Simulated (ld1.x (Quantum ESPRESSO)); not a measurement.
tantalum, TM: configuration errors across variants

* Element: Ta (Z = 73)
* Generator: ld1.x (Quantum ESPRESSO) 7.5
* Type: norm-conserving Troullier–Martins (Kleinman–Bylander form)
* Functional: LDA (PZ)
* Relativity: scalar-relativistic
* Frozen core: [Kr] 4d10 4f14 5s2
* Valence charge: 11
* Reference configuration: 5p6 5d3 6s1.75 6p0 (charge +0.25)
* Partial waves: 5p (bound): rc 1.55 bohr; 5d (bound): rc 2.50 bohr; 5f channel at 0.45 Ry: rc 2.65 bohr; 6s (bound): rc 2.90 bohr
* Local potential: the s channel
* Core correction: a·sin(br)/r model core, default radius (core density twice the valence density)

All-electron excitation energies from the reference (eV): (1) 5p6 5d3 6s2 6p0 -1.591; (2) 5p6 5d3 6s1 6p0 7.111; (3) 5p6 5d3 6s0 6p0 22.419; (4) 5p6 5d4 6s1 6p0 0.502; (5) 5p6 5d2 6s2 6p0 6.321; (6) 5p6 5d4 6s0 6p0 8.575; (7) 5p6 5d2 6s2 6p1 1.499; (8) 5p6 5d3 6s1.75 6p0 spin -1.213; (9) 5p6 5d3 6s2 6p0 spin -2.638.

Spin tests fill each open shell by Hund’s rule, majority spin first.

Errors AE − PS in meV (a dash: test not solved or not reliable):

| change | (1) | (2) | (3) | (4) | (5) | (6) | (7) | (8) | (9) | bound ghosts |
| --- | --- | --- | --- | --- | --- | --- | --- | --- | --- | --- |
| base | +0.3 | -5.1 | -29 | -27 | -25 | -59 | -604 | +7.9 | +3.0 | none |
| all radii but the core radius scaled by about 0.78 (s 2.24, p 1.20, d 1.94, f 2.06 bohr) | +0.4 | -4.2 | -24 | -23 | -16 | -51 | -557 | -2.6 | -6.0 | none |
| all radii but the core radius scaled by about 0.83 (s 2.42, p 1.30, d 2.08, f 2.20 bohr) | +0.3 | -5.0 | -29 | -28 | -26 | -62 | -598 | -1.9 | -6.1 | none |
| all radii but the core radius scaled by about 0.88 (s 2.56, p 1.36, d 2.20, f 2.34 bohr) | +0.2 | -5.3 | -30 | -29 | -29 | -65 | -610 | -0.7 | -5.3 | none |
| all radii but the core radius scaled by about 1.04 (s 3.00, p 1.60, d 2.60, f 2.76 bohr) | +0.3 | -4.7 | -29 | -23 | -18 | -50 | -593 | +14 | +9.3 | none |
| all radii but the core radius scaled by about 1.12 (s 3.26, p 1.74, d 2.80, f 2.98 bohr) | +0.4 | -4.1 | -31 | -13 | +0.4 | -28 | -569 | +29 | +24 | none |
| all radii but the core radius scaled by about 1.19 (s 3.44, p 1.84, d 2.96, f 3.14 bohr) | +0.5 | -3.8 | -36 | -3.8 | +18 | -9.4 | -550 | +42 | +36 | none |
| all radii but the core radius scaled by about 1.32 (s 3.82, p 2.04, d 3.30, f 3.50 bohr) | +0.7 | -4.2 | -62 | +22 | +65 | +37 | -504 | +75 | +67 | none |
| all radii but the core radius scaled by about 1.38 (s 4.00, p 2.14, d 3.44, f 3.66 bohr) | +0.8 | -5.3 | -87 | +38 | +95 | +62 | -477 | +95 | +85 | none |

Give the same row for: all radii but the core radius scaled by about 1.24 (s 3.60, p 1.92, d 3.10, f 3.30 bohr).

+0.7, -3.7, -46, +7.8, +40, +13, -528, +58, +51; bound ghosts: none.
